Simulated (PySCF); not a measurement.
Selenium: a sound run and one with changed settings

Sound run: Se [Ar] 3d10 4s2 4p4, Se⁺ [Ar] 3d10 4s2 4p3. Calculation: PySCF 2.14, in cc-pVTZ-PP with ECP10MDF (5s4p3d1f, 39 functions); a scalar-relativistic core potential. The sound run starts from symmetry-adapted Hartree-Fock orbitals and uses a fine grid where one is needed.

A second run was set up differently.

| species | method | sound run (hartree) | changed run (hartree) | converged |
| --- | --- | --- | --- | --- |
| Se | UHF | -371.86220 | -371.21631 | no |
| Se | LDA | -372.57478 | -365.42136 | no |
| Se | PBE | -373.12122 | -366.03368 | no |
| Se⁺ | UHF | -371.54804 | -371.35310 | no |
| Se⁺ | LDA | -372.21273 | -368.72605 | no |
| Se⁺ | PBE | -372.76838 | -369.38445 | no |

**Question.** What was changed?
A. too few SCF iterations
B. all electrons correlated in a valence basis
C. a valence shell is frozen
D. angular grid far too coarse

**Answer.** A. It used initial guess 1e, at most 2 SCF cycles. The SCF was stopped early; the energies are upper bounds that still move, and correlated levels were skipped or rest on poor orbitals.
